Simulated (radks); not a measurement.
Effect of the nuclear size on neutral germanium, [Ar] 3d10 4s2 4p2. All-electron calculation, Dirac Kohn-Sham, exchange-only LDA, spin-unpolarised, spherical densities, finite nucleus; open shells fill j = l - 1/2 first; Fermi nuclear charge, rms radius 4.0742 fm. Program: a radial shooting solver on a logarithmic mesh with Libxc functionals. The rms radius is varied about that value; shifts are against it.

\begin{tabular}{lrrrrr}
rms radius (fm) & total energy shift (eV) & density at nucleus (e/bohr^3) & 1s1/2 shift (meV) & 2s1/2 shift (meV) & 3s1/2 shift (meV) \\ \hline
3.6586 & -0.0654 & 3.177e+04 & -27.8 & -2.71 & -0.405 \\
3.8297 & -0.0393 & 3.168e+04 & -16.7 & -1.63 & -0.243 \\
4.0742 & 0 & 3.156e+04 & 0.000 & 0.000 & 0.000 \\
4.3594 & 0.0487 & 3.142e+04 & 20.7 & 2.02 & 0.301 \\
4.5305 & 0.0794 & 3.135e+04 & 33.8 & 3.29 & 0.491 \\
\end{tabular}

Slopes of the eigenvalues against <r^2> in GHz/fm^2, as finite differences over the two radii next to the reference (eigenvalue slopes, not the field-shift constants of lines): 1s1/2 2080, 2s1/2 203, 3s1/2 30.3.
